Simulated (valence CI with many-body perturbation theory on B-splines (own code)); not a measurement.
E1 transitions of Pm⁴⁵⁺

Calculated by relativistic CI+MBPT: six valence electrons over a frozen Dirac-Fock core [Ne], radial functions for each j: 9 s, 9 p, 8 d, 6 f, 3 g, 1 h, with the one-electron correlation potential Σ1 (screened to all orders), the two-electron term Σ2, the three-electron term Σ3, Breit, model QED; selected single and double excitations, second order for the rest, scaled by the run's own slope (own B-spline code, finite nucleus).

No measured spectrum was set against this ion. As an estimate, large intervals hold to a few tenths of a per cent, small ones and those within an open d or f shell to about a per cent. Among the levels kept, up to 1100 cm⁻¹ of a level comes from second order outside the variational space, and about a tenth of that is noise between levels of different J, which matters for small intervals.

Lines 51 to 100 of 114 in falling wavelength, among levels below 398.87 eV, chosen from the strongest by gf and those to the six lowest levels. Wavelengths and rates use the calculated energies. Electric multipoles are in the length gauge with retardation, E1 and E2 with the static RPA response of the core. Weak lines are less certain than strong ones. Lines between different terms over intervals too small for the method are left out, as are lines whose strength nearly cancels. The highest levels of a list are the least certain.

Levels are named by their leading jj configuration (3d3/2^4 stands for four electrons in 3d with j = 3/2), which in mixed levels can hold well under half, so a name can repeat and another be missing. Letters in brackets count levels of one name in rising energy.

| λ vac (Å) | Upper | Lower | A (s⁻¹) | S (a.u.) |
| --- | --- | --- | --- | --- |
| 73.39 | (3s^2 3p1/2 3p3/2^2 3d3/2) J=1 [a] | (3s^2 3p1/2 3p3/2^3) J=2 | 6.06e+09 | 3.55e-03 |
| 71.79 | (3s^2 3p1/2^2 3p3/2 3d3/2) J=1 | (3s^2 3p1/2^2 3p3/2^2) J=0 | 1.75e+09 | 9.60e-04 |
| 71.36 | (3s^2 3p1/2 3p3/2^2 3d3/2) J=3 [a] | (3s^2 3p1/2 3p3/2^3) J=2 | 4.67e+08 | 5.87e-04 |
| 70.64 | (3s^2 3p1/2 3p3/2^2 3d3/2) J=2 [a] | (3s^2 3p1/2 3p3/2^3) J=1 | 2.46e+07 | 2.14e-05 |
| 70.39 | (3s^2 3p1/2 3p3/2^2 3d3/2) J=0 | (3s^2 3p1/2 3p3/2^3) J=1 | 4.32e+09 | 7.43e-04 |
| 70.13 | (3s^2 3p1/2 3p3/2^2 3d3/2) J=1 [a] | (3s^2 3p1/2 3p3/2^3) J=1 | 1.49e+08 | 7.60e-05 |
| 67.98 | (3s^2 3p1/2^2 3p3/2 3d3/2) J=2 | (3s^2 3p1/2^2 3p3/2^2) J=2 | 3.86e+09 | 2.99e-03 |
| 67.82 | (3s^2 3p1/2^2 3d3/2^2) J=2 | (3s^2 3p1/2^2 3p3/2 3d3/2) J=3 | 2.97e+09 | 2.29e-03 |
| 67.43 | (3s^2 3p1/2^2 3d3/2^2) J=2 | (3s^2 3p1/2^2 3p3/2 3d3/2) J=1 | 5.26e+09 | 3.98e-03 |
| 65.99 | (3s^2 3p1/2^2 3p3/2 3d3/2) J=1 | (3s^2 3p1/2^2 3p3/2^2) J=2 | 5.61e+09 | 2.39e-03 |
| 65.62 | (3s^2 3p1/2^2 3p3/2 3d3/2) J=3 | (3s^2 3p1/2^2 3p3/2^2) J=2 | 6.53e+07 | 6.38e-05 |
| 65.47 | (3s^2 3p1/2^2 3d3/2^2) J=2 | (3s^2 3p1/2^2 3p3/2 3d3/2) J=2 | 3.34e+09 | 2.31e-03 |
| 65.05 | (3s^2 3p1/2 3p3/2^2 3d3/2) J=2 [b] | (3s^2 3p1/2 3p3/2^3) J=2 | 5.44e+08 | 3.69e-04 |
| 62.47 | (3s^2 3p1/2 3p3/2^2 3d3/2) J=2 [b] | (3s^2 3p1/2 3p3/2^3) J=1 | 9.60e+07 | 5.77e-05 |
| 62.41 | (3s^2 3p1/2 3p3/2^2 3d5/2) J=3 [a] | (3s^2 3p1/2 3p3/2^3) J=2 | 1.91e+08 | 1.60e-04 |
| 61.75 | (3s^2 3p1/2^2 3d3/2^2) J=0 | (3s^2 3p1/2^2 3p3/2 3d3/2) J=1 | 1.57e+10 | 1.82e-03 |
| 60.72 | (3s^2 3p1/2 3p3/2^2 3d3/2) J=3 [b] | (3s^2 3p1/2 3p3/2^3) J=2 | 5.35e+08 | 4.14e-04 |
| 59.95 | (3s^2 3p1/2 3p3/2^2 3d3/2) J=2 [c] | (3s^2 3p1/2 3p3/2^3) J=2 | 1.92e+09 | 1.02e-03 |
| 59.72 | (3s^2 3p1/2 3p3/2^2 3d5/2) J=1 [a] | (3s^2 3p1/2 3p3/2^3) J=2 | 2.27e+09 | 7.16e-04 |
| 58.64 | (3s^2 3p1/2 3p3/2^2 3d3/2) J=1 [b] | (3s^2 3p1/2 3p3/2^3) J=2 | 4.10e+09 | 1.22e-03 |
| 57.75 | (3s^2 3p1/2 3p3/2^2 3d3/2) J=2 [c] | (3s^2 3p1/2 3p3/2^3) J=1 | 3.47e+09 | 1.65e-03 |
| 57.54 | (3s^2 3p1/2 3p3/2^2 3d5/2) J=1 [a] | (3s^2 3p1/2 3p3/2^3) J=1 | 3.45e+09 | 9.74e-04 |
| 56.68 | (3s^2 3p1/2 3p3/2^2 3d5/2) J=0 | (3s^2 3p1/2 3p3/2^3) J=1 | 9.89e+09 | 8.89e-04 |
| 56.53 | (3s^2 3p1/2 3p3/2^2 3d3/2) J=1 [b] | (3s^2 3p1/2 3p3/2^3) J=1 | 2.57e+09 | 6.86e-04 |
| 56.50 | (3s^2 3p1/2^2 3p3/2 3d5/2) J=2 | (3s^2 3p1/2^2 3p3/2^2) J=2 | 2.76e+10 | 1.23e-02 |
| 56.12 | (3s^2 3p1/2 3p3/2^2 3d3/2) J=1 [c] | (3s^2 3p1/2 3p3/2^3) J=2 | 6.18e+09 | 1.62e-03 |
| 54.65 | (3s^2 3p1/2 3p3/2^2 3d5/2) J=2 [a] | (3s^2 3p1/2 3p3/2^3) J=2 | 1.91e+09 | 7.69e-04 |
| 54.19 | (3s^2 3p1/2 3p3/2^2 3d3/2) J=1 [c] | (3s^2 3p1/2 3p3/2^3) J=1 | 5.89e+09 | 1.39e-03 |
| 53.96 | (3s^2 3p1/2^2 3p3/2 3d5/2) J=1 | (3s^2 3p1/2^2 3p3/2^2) J=0 | 9.04e+10 | 2.10e-02 |
| 53.31 | (3s^2 3p1/2 3p3/2^2 3d5/2) J=3 [b] | (3s^2 3p1/2 3p3/2^3) J=2 | 2.02e+09 | 1.06e-03 |
| 52.82 | (3s^2 3p1/2 3p3/2^2 3d5/2) J=2 [a] | (3s^2 3p1/2 3p3/2^3) J=1 | 7.18e+09 | 2.61e-03 |
| 52.74 | (3s^2 3p1/2 3p3/2^2 3d5/2) J=2 [b] | (3s^2 3p1/2 3p3/2^3) J=2 | 7.03e+10 | 2.54e-02 |
| 52.23 | (3s^2 3p1/2^2 3p3/2 3d5/2) J=3 | (3s^2 3p1/2^2 3p3/2^2) J=2 | 2.07e+11 | 1.02e-01 |
| 51.85 | (3s^2 3p1/2 3p3/2^2 3d5/2) J=1 [b] | (3s^2 3p1/2 3p3/2^3) J=2 | 5.37e+10 | 1.11e-02 |
| 51.36 | (3s^2 3p1/2 3p3/2^2 3d5/2) J=3 [c] | (3s^2 3p1/2 3p3/2^3) J=2 | 2.77e+11 | 1.29e-01 |
| 51.03 | (3s^2 3p1/2 3p3/2^2 3d5/2) J=2 [b] | (3s^2 3p1/2 3p3/2^3) J=1 | 1.64e+11 | 5.37e-02 |
| 50.62 | (3s^2 3p1/2^2 3p3/2 3d5/2) J=1 | (3s^2 3p1/2^2 3p3/2^2) J=2 | 3.82e+10 | 7.34e-03 |
| 50.20 | (3s^2 3p1/2 3p3/2^2 3d5/2) J=1 [b] | (3s^2 3p1/2 3p3/2^3) J=1 | 2.67e+11 | 5.00e-02 |
| 50.19 | (3s^2 3p1/2 3p3/2^2 3d5/2) J=2 [c] | (3s^2 3p1/2 3p3/2^3) J=2 | 2.58e+11 | 8.07e-02 |
| 48.64 | (3s^2 3p1/2 3p3/2^2 3d5/2) J=2 [c] | (3s^2 3p1/2 3p3/2^3) J=1 | 2.84e+11 | 8.07e-02 |
| 45.04 | (3s 3p1/2^2 3p3/2^3) J=2 | (3s^2 3p1/2^2 3p3/2^2) J=2 | 2.27e+11 | 5.12e-02 |
| 44.90 | (3s 3p1/2^2 3p3/2^3) J=1 | (3s^2 3p1/2^2 3p3/2^2) J=0 | 1.12e+11 | 1.49e-02 |
| 42.56 | (3s 3p1/2^2 3p3/2^3) J=1 | (3s^2 3p1/2^2 3p3/2^2) J=2 | 1.71e+11 | 1.95e-02 |
| 41.58 | (3s^2 3p1/2 3p3/2^2 3d3/2) J=1 [a] | (3s^2 3p1/2^2 3p3/2^2) J=0 | 2.76e+10 | 2.94e-03 |
| 39.73 | (3s^2 3p1/2 3p3/2^2 3d3/2) J=2 [a] | (3s^2 3p1/2^2 3p3/2^2) J=2 | 5.11e+09 | 7.90e-04 |
| 39.57 | (3s^2 3p1/2 3p3/2^2 3d3/2) J=1 [a] | (3s^2 3p1/2^2 3p3/2^2) J=2 | 3.85e+10 | 3.53e-03 |
| 38.97 | (3s^2 3p1/2 3p3/2^2 3d3/2) J=3 [a] | (3s^2 3p1/2^2 3p3/2^2) J=2 | 1.10e+10 | 2.24e-03 |
| 37.01 | (3s^2 3p1/2 3p3/2^2 3d3/2) J=2 [b] | (3s^2 3p1/2^2 3p3/2^2) J=2 | 8.53e+10 | 1.07e-02 |
| 36.81 | (3s^2 3p1/2 3p3/2^2 3d5/2) J=1 [a] | (3s^2 3p1/2^2 3p3/2^2) J=0 | 5.18e+08 | 3.83e-05 |
| 36.39 | (3s^2 3p1/2 3p3/2^2 3d3/2) J=1 [b] | (3s^2 3p1/2^2 3p3/2^2) J=0 | 3.88e+09 | 2.77e-04 |
